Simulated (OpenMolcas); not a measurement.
**Mn4+: from CASSCF to CASPT2**

| Property | Result |
| --- | --- |
| Program | OpenMolcas 26.06 |
| Basis | ANO-R1 [5s3p3d1f] |
| Scalar Hamiltonian | X2C, finite nucleus |
| Active space | 3 electrons in 5 orbitals (3d) |
| State averaging | 2S+1 = 4 even, 10 roots; 2S+1 = 2 even, 40 roots |
| Spin-orbit coupling | state interaction with AMFI integrals over the reference wave functions, term energies averaged over their components |

Methods on the same reference wave functions:
A. CASSCF
B. SS-CASPT2, IPEA 0.25 Eh, imaginary shift 0.1 Eh (closed shells correlated: 3s 3p)
C. MS-CASPT2, IPEA 0.25 Eh, imaginary shift 0.1 Eh (closed shells correlated: 3s 3p)

Energies in cm-1 above 3d3 4F 3/2, the measured ground level; measured values from Corliss and Sugar, J. Phys. Chem. Ref. Data 6, 1253 (1977).

| Level | A | B | C | Measured |
| --- | --- | --- | --- | --- |
| 3d3 4F 3/2 | 0.0 | 0.0 | 0.0 | 0.0 |
| 3d3 4F 5/2 | 374 | 377 | 377 | 359 |
| 3d3 4F 7/2 | 884 | 888 | 888 | 835 |
| 3d3 4F 9/2 | 1516 | 1518 | 1518 | 1412 |
| 3d3 4P 1/2 | 20646 | 17520 | 17510 | 16434 |
| 3d3 4P 3/2 | 20799 | 17680 | 17660 | 16595 |
| 3d3 2G 7/2 | 21130 | 18860 | 18860 | 17892 |
| 3d3 4P 5/2 | 21246 | 18110 | 18110 | 17049 |
| 3d3 2G 9/2 | 21651 | 19390 | 19400 | 18399 |
| 3d3 2P 1/2 | 27848 | 25960 | 24480 | 23082 |
| 3d3 2H 9/2 | 27914 | 26370 | 26770 | 24975 |
| 3d3 2P 3/2 [61 %] | 27987 | 26920 | 24300 |  |
| 3d3 2H 11/2 | 28304 | 26770 | 27170 | 25334 |
| 3d3 2D 3/2(1) [62 %] | 30467 | 24910 | 26060 |  |
| 3d3 2D 5/2(1) | 30758 | 26030 | 26030 | 24630 |
| 3d3 2F 7/2 | 47919 | 43120 | 43120 | 40423 |
| 3d3 2F 5/2 | 48146 | 43350 | 43350 | 40707 |
| 3d3 2D 5/2(2) | 74828 | 67110 | 67110 | 62608 |
| 3d3 2D 3/2(2) | 75098 | 67380 | 67380 | 62854 |

Deviations, from unrounded energies. A percentage is the sum of absolute deviations over the sum of measured energies, with the sign that they share, or ± where signs differ.

```json
{"Against measurement": "mean absolute deviation (cm-1)", "Levels": "16", "A": "4700", "B": "1700", "C": "1600"}
{"Against measurement": "fine structure of the ground term (%)", "Levels": "3", "A": "+6.4", "B": "+6.8", "C": "+6.8"}
{"Against measurement": "other terms of the ground configuration (%)", "Levels": "13", "A": "+19.3", "B": "+6.8", "C": "+6.6"}
```

B, C lie about equally close to measurement and A furthest from it. The largest miss of C in the table is 3d3 2D 3/2(2), by +4500 cm-1. The ranking rests on the paired levels alone, and a cruder setting can come out closer through cancelling errors.

Between B and C the level of the table that moves most is 3d3 2P 3/2 [61 %], by 2600 cm-1 (lowest in C, highest in B). Moves below CASPT2's spread within the term are not significant.

The mean deviations of B to C differ by less than CASPT2's widest spread within a term (740 cm-1), so their order carries little weight.

From A to B the spin-free energies of the other terms of 3d3 shown, above 4F, scale by factors of 0.84 to 0.94, as is usual when dynamic correlation screens the repulsion within a d or f shell.

The lowest spin-free term lies below A's lowest term by 0.214 hartree in B, 0.214 hartree in C.

CASPT2 breaks the degeneracy within a term, and the mean is taken; among the terms shown or strongly mixed into the levels shown the widest spread is 740 cm-1 (3d3 2H, B). The basis is small and was not contracted for so high a charge. Without dynamic correlation excited terms often stand tens of per cent too high (terms of higher spin than the ground term too low), and those without a measured partner can miss by more than the paired ones (holds for A). Some levels mix across a computed gap that differs much from the measured one, so their mixing is not that of the real levels (holds for A). The CASPT2 spread within a term exceeds the gap to the next term for 3d3 2D(1) and 3d3 2P, 3d3 2P and 3d3 2H, so the order of their levels is uncertain, and so are names and mixing where such terms share a J (holds for B). Measured partners are found by configuration, term and J. A level has none where our copy of the source lacks it or the pairing is in doubt (some pairs that miss far off the trend of their configuration count as doubtful), and it then counts in no deviation. Only configurations of the active space appear.

A share in square brackets marks a mixed level and gives the weight of the term that names it, the lowest over the columns. A number in round brackets counts repeated terms of one configuration in the order of the reference energies.
